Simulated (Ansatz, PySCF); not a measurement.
C5H10, SMILES CC=C(C)C.

The structure is a stationary point at B3LYP-D3(BJ)/def2-SVP.

Vertical ionisation energy (IE) and electron affinity (EA) in eV. Rows of orbital energies are one-electron estimates. Where ΔSCF, EOM or ADC give a negative EA the extra electron is unbound and the value depends on the basis.

| level | IE | EA |
|---|---|---|
| −ε(HOMO), −ε(LUMO), CAM-B3LYP/def2-TZVP (PySCF) | 7.90 | -1.90 |
| −ε(HOMO), −ε(LUMO), PBE/def2-TZVP (PySCF) | 5.51 | 0.26 |
| ΔSCF, CAM-B3LYP/def2-TZVPD (Ansatz), final states of multiplicity 2 and 2 | 8.68 | -1.39 |
| ΔSCF, PBE/def2-TZVPD (Ansatz), final states of multiplicity 2 and 2 | 8.55 | -1.11 |

### Question
What vertical singlet–triplet gap does ΔSCF give with CAM-B3LYP/def2-TZVPD (Ansatz, a program for electronic structure) and with PBE/def2-TZVPD (Ansatz)? (Estimate from the structure and the level; the computed values follow.)

### Answer
4.23 and 4.24 eV (triplet above singlet where positive).
